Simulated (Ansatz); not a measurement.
BFGeH₅NSi, SMILES `F[B]1N[SiH2][GeH2]1`, relaxed with RKS PBE-D4/def2-SVP in Ansatz 0.2.0 from a rough embedded geometry. The force threshold is 0.03 eV/Å; the program also tests the step.

The species carries charge 0 and has multiplicity 1.

Start:

```xyz
10

F    -2.789   -0.746    0.044
B    -1.377   -0.422   -0.037
N    -0.354   -0.494   -1.214
Si    1.203   -0.025   -0.576
Ge    0.072    0.293    1.281
H    -0.670    0.159   -1.929
H     2.179   -1.062   -0.505
H     1.600    1.290   -1.164
H    -0.244    1.750    1.706
H     0.380   -0.742    2.394
```

How much energy does the relaxation release, and in how many steps? (An estimate is asked.)

Ansatz gave: 177.27 kJ/mol, in 8 steps.

Which bonds change most? (Best estimate.)

Ansatz gave: Si4–Ge5 from 2.197 to 2.397 Å; B2–N3 from 1.561 to 1.417 Å; F1–B2 from 1.451 to 1.340 Å; Si4–H7 from 1.426 to 1.507 Å.

Give the relaxed structure. (Best estimate.)

Ansatz gave: 
```xyz
10

F    -2.648   -0.554   -0.158
B    -1.339   -0.277   -0.080
N    -0.452   -0.314   -1.186
Si    1.185    0.121   -0.569
Ge   -0.044    0.279    1.483
H    -0.742   -0.556   -2.140
H     2.168   -0.999   -0.794
H     1.719    1.353   -1.253
H    -0.163    1.692    2.108
H     0.316   -0.744    2.589
```
